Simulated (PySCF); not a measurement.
Species: H6OP2Si2.
Structure used (PBE0-D3(BJ)/def2-SVP), in Å, numbered top down from 1:
```xyz
11
H6OP2Si2 angstrom
P      2.388    0.022   -0.246
Si     0.354   -0.045    0.728
O     -0.576   -1.330    0.131
Si    -1.842   -0.499   -0.626
P     -1.057    1.574   -0.059
H      2.973   -0.897    0.681
H      2.754    1.169    0.528
H      0.414   -0.107    2.217
H     -1.902   -0.759   -2.092
H     -3.150   -0.833    0.004
H     -0.319    1.677   -1.283
```

Jobs on this species (11 atoms, 72 electrons) with PySCF (density fitting). Hardware of each: Arm Neoverse V1, one thread, shared host. Times come from a shared host and carry two figures at best. Peak memory is the resident size of the whole Python process, interpreter and libraries included.

Question: Rank these jobs by wall time, shortest first.
A. OPBE/pcSseg-2; shieldings, ring-centre shieldings; 292 basis functions
B. PBE0/6-31G; shieldings, ring-centre shieldings, charges and field gradients; 73 basis functions
C. HF/pcSseg-2; shieldings, ring-centre shieldings; 292 basis functions

Answer: B (7.3 s), C (29 s), A (54 s).

All jobs:

```
level and settings                                                             work  basis functions  SCF cycles  wall time  peak memory
        PBE0/6-31G  shieldings, ring-centre shieldings, charges and field gradients               73          13      7.3 s     0.46 GiB
       HF/pcSseg-2                               shieldings, ring-centre shieldings              292          11       29 s      1.1 GiB
BHandHLYP/pcSseg-2                               shieldings, ring-centre shieldings              292          12       43 s      1.2 GiB
 mPW1PW91/pcSseg-2                               shieldings, ring-centre shieldings              292          14       47 s      1.2 GiB
     WP04/pcSseg-2                               shieldings, ring-centre shieldings              292          15       47 s      1.2 GiB
     BP86/pcSseg-2                               shieldings, ring-centre shieldings              292          15       52 s     0.98 GiB
     BLYP/pcSseg-2                               shieldings, ring-centre shieldings              292          15       53 s     0.98 GiB
     OPBE/pcSseg-2                               shieldings, ring-centre shieldings              292          16       54 s     0.98 GiB
CAM-B3LYP/pcSseg-2                               shieldings, ring-centre shieldings              292          12       60 s      1.4 GiB
```

What do all jobs in the table cost together?

About 6.5 min; the longest takes about 15 % of that, and about 8.2 times as long as the shortest.
